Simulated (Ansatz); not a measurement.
Born–Oppenheimer molecular dynamics of Cl$_{2}$FHOZr (6 atoms, charge 0, multiplicity 1). It starts from a relaxed structure.

The calculation used RKS PBE/def2-SVP (Ansatz).

```json
{"ensemble": "NVT, Langevin thermostat", "time step": "1 fs", "steps asked": "150", "set temperature": "200 K", "friction": "0.5 /fs", "seed": "346352"}
```

First frame:

```xyz
6
Properties=species:S:1:pos:R:3
Zr 0.011 0.052 0.095
F 0.149 0.264 1.984
Cl 2.176 -0.107 -0.835
Cl -1.148 1.899 -0.815
O -0.954 -1.543 -0.273
H -1.449 -2.353 -0.461
```

Task: How far do the bonds stretch over the last three quarters of this one trajectory? (Pairs bonded in most of those frames.)

Result: 
| bond | mean (Å) | spread (Å) | shortest | longest |
| --- | --- | --- | --- | --- |
| Zr1–F2 | 1.915 | 0.013 | 1.89 | 1.94 |
| Zr1–Cl3 | 2.322 | 0.024 | 2.29 | 2.37 |
| Zr1–Cl4 | 2.316 | 0.015 | 2.29 | 2.34 |
| Zr1–O5 | 1.912 | 0.034 | 1.85 | 1.96 |
| O5–H6 | 0.973 | 0.020 | 0.94 | 1.03 |

Mean temperature of the second half: 199 K. A run of 0.15 ps of so small a system gives no equilibrium averages. The friction is so strong that the motion is overdamped, so the time scale means little.

The run took 9.6 min on 1 thread of Arm Neoverse V2, on a shared host, peak memory 0.14 GiB.
